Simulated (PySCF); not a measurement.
An unknown shows these calculated signals:

1H NMR (300 MHz, computed): δ 6.74 (m, 1H), 5.87 (m, 1H), 5.85 (m, 1H), 5.62 (dd, J = 8.7, 2.2 Hz, 1H), 3.54 (br s, 1H), 2.99 (br s, 2H).

13C{1H} NMR (computed): δ 160.8 (C), 149.4 (C), 131.7 (CH), 106.2 (CH), 103.1 (CH), 98.9 (CH).

Calculated, not measured (PySCF 2.14.0 with density-fitted response routines): J couplings at B3LYP/pcJ-1 (spin–dipole term only in couplings to heteroatoms), GIAO PBE/pcSseg-1 shieldings, geometry from PBE0-D3(BJ)/def2-SVP. Non-relativistic Hamiltonian, one averaged value for each set of equivalent atoms, a single conformation, no solvent model.

References, each an isolated molecule treated in the same way: 1H (σref 31.20), 13C (σref 180.03) against TMS.

Which of these does the molecule contain: an OH group, a (CH3)2CH unit, an ester, a benzene ring, an NH or NH2 group, a methoxy group?

Results:


- An OH group: yes (δH 3.54 (br s)).
- A (CH3)2CH unit: no.
- An ester: no.
- A benzene ring: yes.
- An NH or NH2 group: yes (δH 2.99 (br s)).
- A methoxy group: no.

The data belong to SMILES Nc1cccc(O)c1, C₆H₇NO; they needn't prove each group on their own.

Carbon signals by region: 1 in the far downfield region (above 160 ppm), 4 in the sp2 and nitrile region (100–160 ppm), 1 at 50–100 ppm. Above 160 ppm: 160.8, aromatic carbon bearing oxygen.

Exchangeable OH/NH protons stand at their gas-phase positions; hydrogen bonding in a real sample shifts them, mostly to higher δ. Multiplet labels drop couplings under 1 Hz and merge nearly equal ones. Unscaled 3J(H,H) at this level run about 10 % above measured values. Shifts are as computed. Against solution values, carbons near 30 ppm lie about +2 ppm off and those near 130 ppm about +2 ppm. Of 1211 compounds with measured shifts, 218 miss one by over three times the rms of a fit or turn the order of signals round; such compounds aren't used in these exercises.
